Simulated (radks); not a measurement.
The numbers below are computed, except where a source is named.
Charge is removed step by step from the 3p (averaged over the sub-levels emptied) level of the copper ion Cu3+, starting from [Ar] 3d8. Code: a radial shooting solver on a logarithmic mesh with Libxc functionals. Model: Dirac Kohn-Sham, BLYP, spin-unpolarised, spherical densities, finite nucleus; open shells are shared between the two j in proportion to 2j + 1; Fermi nuclear charge, rms radius 3.8823 fm.

removed (e)  E - E(0) (eV)  eigenvalue (eV)  E minus straight line (eV)
0                    0.000          -117.67                       0.000
0.1                 11.881          -119.95                      -1.054
0.2                 23.990          -122.24                      -1.880
0.3                 36.330          -124.56                      -2.475
0.4                 48.903          -126.90                      -2.836
0.5                 61.711          -129.26                      -2.963
0.6                 74.757          -131.65                      -2.853
0.7                 88.041          -134.05                      -2.503
0.8                 101.57          -136.47                      -1.912
0.9                 115.34          -138.91                      -1.079
1                   129.35          -141.36                       0.000

Removing the whole electron costs 129.35 eV by Delta-SCF, against 117.67 eV from minus the eigenvalue at the starting occupation. Slater's transition state (half an electron removed) gives 129.26 eV. Integrating minus the eigenvalue over the occupation (Janak's theorem) gives 129.35 eV. The mean slope of the eigenvalue, de/dn, is 23.7 eV per electron.
